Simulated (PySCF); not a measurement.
A structure optimised at PBE-D3(BJ)/def2-SVP, used in a PySCF frequency run:

```
C
H 1 1.1106
H 1 1.1192 2 105.75
O 1 1.4230 2 107.46 3 -121.72
H 4 0.9761 1 107.29 2 -177.68
Si 1 1.8742 2 109.71 3 118.42
F 6 1.6181 1 113.81 2 44.29
F 6 1.6206 7 107.38 1 126.50
F 6 1.6264 7 107.09 8 115.64
```
Charge 0, spin multiplicity 1.

### Question
Write its SMILES and formula.

### Answer
OC[Si](F)(F)F, CH₃F₃OSi

### Question
What are its rotational constants (standard atomic weights)?

### Answer
3.7666, 2.0391, 2.0231 GHz
